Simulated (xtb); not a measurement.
neopentasilane (H$_{12}$Si$_{5}$), singlet, geometry from GFN2-xTB; GFN2-xTB in xtb.

The xtb input:
```
$ xtb coord --gfn 2 --json

# file coord
$coord
     -0.7556519475      -1.6652070457      -4.0345145747  si
      0.0001649353       0.0000720175      -0.0001452443  si
     -0.0366022565       4.4249968853      -0.1982301729  si
     -3.1587669604      -1.3793066764       2.7817461517  si
      3.9509084611      -1.3805323717       1.4510978632  si
     -3.1936013214      -0.8627497379      -5.0703896062  h
     -0.7772460747      -4.4328629647      -4.0488047782  h
      1.1631420199      -0.8930261740      -5.8736891838  h
      0.4428287446       5.5980053165       2.2624138669  h
     -2.4638233528       5.4238058837      -1.0766196432  h
      1.8846712962       5.4222447053      -1.9229914460  h
     -5.6820153968      -0.5355786760       2.0189124323  h
     -3.2817172853      -4.1387295123       2.9579385842  h
     -2.7753681560      -0.4516857398       5.3611064527  h
      4.1161555810      -4.1390476477       1.6055606940  h
      6.0242111042      -0.5678298003      -0.1925345383  h
      4.5420317816      -0.4228649220       3.9797409764  h
$end
```

Q: What does xtb print? Leave out banner, timings and long lists.

A: 
```
   ID    Z sym.   atoms
    1   14 si     1-5
    2    1 h      6-17

           -------------------------------------------------
          |                Calculation Setup                |
           -------------------------------------------------

           -------------------------------------------------
          |                 G F N 2 - x T B                 |
           -------------------------------------------------

          ...................................................
          :                      SETUP                      :
          :.................................................:
          :  # basis functions                  62          :
          :  # atomic orbitals                  57          :
          :  # shells                           27          :
          :  # electrons                        32          :
          :  max. iterations                   250          :
          :  Hamiltonian                  GFN2-xTB          :
          :  restarted?                      false          :
          :  GBSA solvation                  false          :
          :  PC potential                    false          :
          :  electronic temp.          300.0000000     K    :
          :  accuracy                    1.0000000          :
          :  -> integral cutoff          0.2500000E+02      :
          :  -> integral neglect         0.1000000E-07      :
          :  -> SCF convergence          0.1000000E-05 Eh   :
          :  -> wf. convergence          0.1000000E-03 e    :
          :  Broyden damping             0.4000000          :
          :  net charge                          0          :
          :  unpaired electrons                  0          :
          ...................................................

 iter      E             dE          RMSdq      gap      omega  full diag
   1    -14.6629341 -0.146629E+02  0.525E+00    4.34       0.0  T
   2    -14.8378921 -0.174958E+00  0.187E+00    4.03       1.0  T
   3    -14.8395561 -0.166403E-02  0.923E-01    3.96       1.0  T
   4    -14.8385184  0.103772E-02  0.556E-01    3.98       1.0  T
   5    -14.8406324 -0.211399E-02  0.148E-01    3.97       1.0  T
   6    -14.8406771 -0.447681E-04  0.300E-02    3.96       1.0  T
   7    -14.8406763  0.845401E-06  0.221E-02    3.96       1.1  T
   8    -14.8406779 -0.162198E-05  0.445E-03    3.96       5.5  T
   9    -14.8406779  0.225540E-07  0.283E-03    3.96       8.6  T
  10    -14.8406779 -0.334236E-07  0.335E-04    3.96      72.3  T
  11    -14.8406779 -0.509221E-09  0.590E-05    3.96     411.2  T

   *** convergence criteria satisfied after 11 iterations ***

         :::::::::::::::::::::::::::::::::::::::::::::::::::::
         ::                     SUMMARY                     ::
         :::::::::::::::::::::::::::::::::::::::::::::::::::::
         :: total energy             -14.708089517555 Eh    ::
         :: gradient norm              0.000041062781 Eh/a0 ::
         :: HOMO-LUMO gap              3.960793600091 eV    ::
         ::.................................................::
         :: SCC energy               -14.840583535180 Eh    ::
         :: -> isotropic ES            0.034036457007 Eh    ::
         :: -> anisotropic ES          0.002825745233 Eh    ::
         :: -> anisotropic XC          0.012588787336 Eh    ::
         :: -> dispersion             -0.015748207779 Eh    ::
         :: repulsion energy           0.132494017625 Eh    ::
         :: add. restraining           0.000000000000 Eh    ::
         :: total charge              -0.000000000000 e     ::
         :::::::::::::::::::::::::::::::::::::::::::::::::::::

           -------------------------------------------------
          |                Property Printout                |
           -------------------------------------------------

    * Orbital Energies and Occupations

         #    Occupation            Energy/Eh            Energy/eV
      -------------------------------------------------------------
         1        2.0000           -0.7941870             -21.6109
       ...           ...                  ...                  ...
         4        2.0000           -0.6963215             -18.9479
         5        2.0000           -0.5579282             -15.1820
         6        2.0000           -0.4289853             -11.6733
         7        2.0000           -0.4289853             -11.6733
         8        2.0000           -0.4289840             -11.6732
         9        2.0000           -0.4273120             -11.6278
        10        2.0000           -0.4273120             -11.6278
        11        2.0000           -0.4264597             -11.6046
        12        2.0000           -0.4264504             -11.6043
        13        2.0000           -0.4264504             -11.6043
        14        2.0000           -0.3568867              -9.7114
        15        2.0000           -0.3568867              -9.7114
        16        2.0000           -0.3568813              -9.7112 (HOMO)
        17                         -0.2113248              -5.7504 (LUMO)
        18                         -0.2113220              -5.7504
        19                         -0.2113220              -5.7504
        20                         -0.1998770              -5.4389
        21                         -0.1979910              -5.3876
        22                         -0.1979910              -5.3876
        23                         -0.1680022              -4.5716
        24                         -0.1680022              -4.5716
        25                         -0.1680021              -4.5716
        26                         -0.1562905              -4.2529
        27                         -0.1562854              -4.2527
       ...                                ...                  ...
        57                          1.0485659              28.5329
      -------------------------------------------------------------
                  HL-Gap            0.1455565 Eh            3.9608 eV
             Fermi-level           -0.2841030 Eh           -7.7308 eV

     #   Z          covCN         q      C6AA      α(0)
     1  14 si       3.686     0.357   100.848    19.238
     2  14 si       3.726     0.112   107.227    19.824
     3  14 si       3.686     0.357   100.848    19.238
     4  14 si       3.686     0.357   100.848    19.238
     5  14 si       3.686     0.357   100.848    19.238
     6   1 h        0.918    -0.128     6.669     4.039
     7   1 h        0.918    -0.128     6.670     4.039
     8   1 h        0.918    -0.128     6.670     4.039
     9   1 h        0.918    -0.128     6.669     4.039
    10   1 h        0.918    -0.128     6.670     4.039
    11   1 h        0.918    -0.128     6.670     4.039
    12   1 h        0.918    -0.128     6.670     4.039
    13   1 h        0.918    -0.128     6.670     4.039
    14   1 h        0.918    -0.128     6.670     4.039
    15   1 h        0.918    -0.128     6.669     4.039
    16   1 h        0.918    -0.128     6.670     4.039
    17   1 h        0.918    -0.128     6.670     4.039

 Mol. C6AA /au·bohr⁶  :       6580.968821
 Mol. C8AA /au·bohr⁸  :     284404.358858
 Mol. α(0) /au        :        145.246865

Wiberg/Mayer (AO) data.
largest (>0.10) Wiberg bond orders for each atom

 ---------------------------------------------------------------------------
     #   Z sym  total        # sym  WBO       # sym  WBO       # sym  WBO
 ---------------------------------------------------------------------------
     1  14 si   3.690 --     6 h    0.896     8 h    0.896     7 h    0.896
                             2 si   0.852
     2  14 si   3.734 --     4 si   0.852     1 si   0.852     5 si   0.852
                             3 si   0.852
     3  14 si   3.690 --     9 h    0.896    11 h    0.896    10 h    0.896
                             2 si   0.852
     4  14 si   3.690 --    14 h    0.896    12 h    0.896    13 h    0.896
                             2 si   0.852
     5  14 si   3.690 --    15 h    0.896    16 h    0.896    17 h    0.896
                             2 si   0.852
     6   1 h    0.983 --     1 si   0.896
     7   1 h    0.983 --     1 si   0.896
     8   1 h    0.983 --     1 si   0.896
     9   1 h    0.983 --     3 si   0.896
    10   1 h    0.983 --     3 si   0.896
    11   1 h    0.983 --     3 si   0.896
    12   1 h    0.983 --     4 si   0.896
    13   1 h    0.983 --     4 si   0.896
    14   1 h    0.983 --     4 si   0.896
    15   1 h    0.983 --     5 si   0.896
    16   1 h    0.983 --     5 si   0.896
    17   1 h    0.983 --     5 si   0.896
 ---------------------------------------------------------------------------

Topologies differ in total number of bonds
Writing topology from bond orders to xtbtopo.mol

molecular dipole:
                 x           y           z       tot (Debye)
 q only:        0.000       0.000      -0.000
   full:        0.000       0.000      -0.000       0.001
molecular quadrupole (traceless):
                xx          xy          yy          xz          yz          zz
 q only:       -0.000      -0.001       0.001       0.001       0.001      -0.000
  q+dip:       -0.001      -0.002       0.002       0.003       0.001      -0.000
   full:       -0.001      -0.001       0.001       0.003       0.001      -0.000

           -------------------------------------------------
          | TOTAL ENERGY              -14.708089517555 Eh   |
          | GRADIENT NORM               0.000041062781 Eh/α |
          | HOMO-LUMO GAP               3.960793600091 eV   |
           -------------------------------------------------

normal termination of xtb
```
